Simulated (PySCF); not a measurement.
Ionisation of trichlorosilane

Parent: trichlorosilane, `Cl[SiH](Cl)Cl` (Cl3HSi). Numbering: `[Cl:1][SiH:2]([Cl:3])[Cl:4]`

These are calculated values, ωB97X-D3(BJ)/ma-def2-TZVP in PySCF (grid level 2) at geometries from PBE0-D3(BJ)/def2-SVP. Thermal corrections: PBE0-D3(BJ)/def2-SVP frequencies, unscaled, ideal gas at 298.15 K and 1 bar, quasi-RRHO entropy.

Frontier levels of the parent: HOMO -11.91 eV, LUMO 1.17 eV.

Oxidation to the radical cation:
```
Vertical ionisation energy (electronic)              : 12.05 eV
Adiabatic ionisation energy (with zero-point energy) : 11.57 eV
Adiabatic, electronic part                           : 11.71 eV
Vertical gap at the product's structure              : 10.91 eV
Inner reorganisation energy (four-point)             : 1142 meV
Relaxation of product / of parent                    : 340 / 802 meV
⟨S²⟩ of the product                                  : 0.760
Largest spin populations                             : H (on Si2) 0.53, Cl1 0.18, Cl4 0.17, Cl3 0.15
Largest changes of atomic charge                     : H (on Si2) 0.30, Cl1 0.23, Cl4 0.23, Cl3 0.22
Distances that move most (Å)                         : Si2–H 1.476 → 1.633; Si2–Cl3 2.044 → 1.996; Cl1–Si2 2.044 → 1.999; Si2–Cl4 2.042 → 1.998
Potential in water                                   : 9.07 V absolute, 4.55 V against Fc+/Fc computed at 4.52 V (solvation -4 → -240 kJ/mol)
```

Solvents are IEF-PCM continua (electrostatics only, gas-phase structures); absolute potentials refer to an electron at rest in vacuum. Fc+/Fc in water, 4.52 V, is ωB97X-D3(BJ)/ma-def2-TZVP on PBE0-D3(BJ)/def2-SVP structures with GFN2-xTB thermal terms. Benchmark calculations put it near 5.0 V in acetonitrile and DMSO, so it is about 0.5 V low, and the value against it can read up to that much too high.

Measured values (NIST Chemistry WebBook, evaluated or the median of agreeing entries): vertical ionisation energy 11.94 eV (computed 12.05, difference 0.11).

Caveats: spin-orbit coupling is left out of the energies, which matters for open shells on the heavier atoms.

Run with `OMP_NUM_THREADS=1 python redox_run.py task.json out` on 1 thread of Intel Xeon Platinum 8488C, a shared host. Structures, frequencies and single points: 3.4 min of wall time.
